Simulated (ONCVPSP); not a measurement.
# u(r) = r·R(r): atom against pseudo-atom (Hg (Z = 80))

Columns: radius, all-electron u(r) and pseudo u(r) of the 5p shell (level -71.19 eV) of mercury in the configuration [Kr] 4d10 4f14 5s2 5p6 5d10 6s1.5; LDA (Perdew-Wang 92), scalar-relativistic, ONCV scheme, ONCVPSP 4.0.1.

| r (bohr) | all-electron | pseudo |
| --- | --- | --- |
| 0.100 | 0.3007 | 0.0285 |
| 0.200 | 0.0563 | 0.1121 |
| 0.300 | -0.5793 | 0.2444 |
| 0.400 | -0.5054 | 0.4135 |
| 0.500 | -0.0278 | 0.6011 |
| 0.600 | 0.4827 | 0.7843 |
| 0.700 | 0.8603 | 0.9394 |
| 0.800 | 1.0755 | 1.0474 |
| 0.900 | 1.1541 | 1.0976 |
| 1.000 | 1.1374 | 1.0900 |
| 1.100 | 1.0622 | 1.0338 |
| 1.200 | 0.9568 | 0.9437 |
| 1.300 | 0.8402 | 0.8358 |
| 1.400 | 0.7242 | 0.7233 |
| 1.500 | 0.6157 | 0.6157 |
| 1.600 | 0.5180 | 0.5180 |
| 1.700 | 0.4323 | 0.4323 |
| 1.800 | 0.3584 | 0.3584 |
| 1.900 | 0.2957 | 0.2957 |
| 2.000 | 0.2429 | 0.2429 |
| 2.100 | 0.1989 | 0.1989 |
| 2.200 | 0.1623 | 0.1623 |
| 2.300 | 0.1322 | 0.1322 |
| 2.400 | 0.1075 | 0.1075 |
| 2.500 | 0.0872 | 0.0872 |
| 2.600 | 0.0707 | 0.0707 |

Problem. How many radial nodes do the two functions have?

Solution. The all-electron 5p function has n − l − 1 = 3 (the table is too coarse to show those close to the nucleus); the pseudo-wave has 0, since the states of the same l below it are removed with the core.

Problem. At about which radius was the pseudo-wave matched?

Solution. 1.60 bohr, where the columns begin to agree (steps of 0.10 bohr).

Problem. Is the pseudo-wave norm-conserving?

Solution. Yes: the ONCV scheme keeps the norm inside the radius equal to the all-electron one, which fixes the energy derivative of the logarithmic derivative at the level.
